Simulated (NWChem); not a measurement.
Species: CaO; SMILES [O]=[Ca]

```xyz
2

Ca     0.0000     0.0000    -0.5061
O      0.0000     0.0000     1.2970
```
Atoms are numbered in this order, from 1.

All runs: NWChem. Structure relaxed at the PBE0/def2-SVP level. Ions are spin-unrestricted doublets at the neutral geometry; other ion states weren't tried.

Question: Estimate the computed values for PBE/def2-SVP. Quantities: vertical ionisation energy, ΔSCF (eV); −ε(HOMO) (eV).

Answer: 
| Property | Value |
|---|---|
| vertical ionisation energy, ΔSCF (eV) | 7.21 |
| −ε(HOMO) (eV) | 3.42 |
